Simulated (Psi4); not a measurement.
BaCl2 (SMILES [Cl][Ba][Cl]), singlet, geometry from GFN2-xTB (such geometries of metal compounds can be far from the true shape) (core potentials on Ba). Base run: B3LYP/def2-SV(P) (Psi4).

Psi4 was given this input:
```
memory 2 GB

molecule {
0 1
Ba    0.29970232    0.35674088    0.39460706
Cl    0.97266002   -0.25073526   -2.06809506
Cl   -1.95991471   -0.92441117    0.76821298
}

set {
  basis def2-sv(p)
}

energy('b3lyp')
print_variables()
```

The base run was repeated with changes; each row names its change, and settings that it needs were set with it.

| change | ΔE vs base (eV) | point group used | SCF cycles |
|---|---|---|---|
| base | 0.00 | cs | 8 |
| molecule keys = no_reorient | 0.00 | c1 | 8 |
| molecule keys = symmetry c1 | 0.00 | c1 | 8 |
| jitter_ang = 0.002 | 0.00 | cs | 8 |
| molecule keys = symmetry c1, no_reorient, no_com | 0.00 | c1 | 8 |
